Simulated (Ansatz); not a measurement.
Computed with Ansatz on PBE0-D4/def2-TZVP structures; ΔE is electronic, products minus reactants. CCSD(T)/CBS is the MP2 limit (def2-TZVPP, def2-QZVPP) plus CCSD(T) − MP2 in def2-TZVPP, frozen cores. This one scheme is used for every species, atoms too. Functionals use def2-TZVPP. B3LYP here is the variant with VWN-RPA as its local correlation; programs differ in this. No spin–orbit coupling; open shells (•) take unrestricted orbitals. Spin–orbit coupling would lower the free atoms: a little for B, O; strongly for Te. Elements past krypton have def2 core potentials. Bonds to Te are less sure, by a few kJ/mol each and by 10 to 20 or more in all where they break to atoms, as the def2 sets lack core-valence functions. One conformer a species, not always the lowest.

Reaction (atomization): `OB[TeH]` → B• + 3 H• + O• + Te•

| level | ΔE (kJ/mol) |
| --- | --- |
| PBE0-D4 | 1992.1 |
| B3LYP-D4 | 1997.7 |
| BHLYP-D4 | 1926.9 |
| revPBE | 1953.8 |
| PBE0 | 1983.7 |
| B3LYP | 1981.2 |
| CCSD(T)/def2-SVP | 1871.9 |
| SCS-MP2/def2-QZVPP | 2006.8 |

**Question.** What does CCSD(T)/CBS give? (An estimate is asked.)

**Answer.** The calculation gave: +2006.4 kJ/mol. The listed levels differ from it by -14.3, -8.7, -79.5, -52.6, -22.7, -25.2, -134.5, 0.4 kJ/mol.

Largest T1 diagnostic among the species: 0.014.

The D4 term adds +16.5 kJ/mol with B3LYP and +8.4 kJ/mol with PBE0; it sums over pairs of atoms, weighted by their polarisabilities, and B3LYP, whose exchange is more repulsive, gets the larger term. From r2SCAN to r2SCAN0 (25 % exact exchange), in def2-TZVPP and without D4, ΔE moves by −43.0 kJ/mol: exact exchange takes away binding that semilocal exchange gives to molecules. Leaving LDA and LC-ωPBE aside and taking each functional with its dispersion term where it has one, the values, not all of them listed here, spread over 114.3 kJ/mol, from BHLYP-D4 to PBE-D4. LDA lies +285.1 kJ/mol from PBE without D4, its usual overbinding.

For atomizations the MP2-based limit and the directly extrapolated one differ by several kJ/mol either way, and by 10 to 25 for some Ge, Se and Sn compounds, so smaller differences from it don't rank the levels.
